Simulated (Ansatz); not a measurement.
`[O][InH][F]` radical. Total charge 0; spin multiplicity 2. Correlated methods include outer-core shells of In, which these sets cover unevenly. In: def2 effective core potential.

```json
{"atom": "O1", "x (Å)": "-1.084", "y (Å)": "0.259", "z (Å)": "-1.564"}
{"atom": "In2", "x (Å)": "0.000", "y (Å)": "-0.158", "z (Å)": "0.055"}
{"atom": "F3", "x (Å)": "0.838", "y (Å)": "1.501", "z (Å)": "0.621"}
{"atom": "H4", "x (Å)": "0.245", "y (Å)": "-1.603", "z (Å)": "0.888"}
```

(1) Give the diagnostics of a CCSD(T)/def2-TZVPP run (frozen core, the Gaussian-basis code of Ansatz). (An estimate is asked.)

Results:

(1) Computed: T1 = 0.0183, largest single amplitude 0.037, largest double 0.034, (T) share of the correlation energy 2.9 %, 13 CCSD cycles. ⟨S²⟩ of the UHF reference is 0.762 against 0.75 for a pure state. T1 lies under the customary mark of 0.045 for open shells.
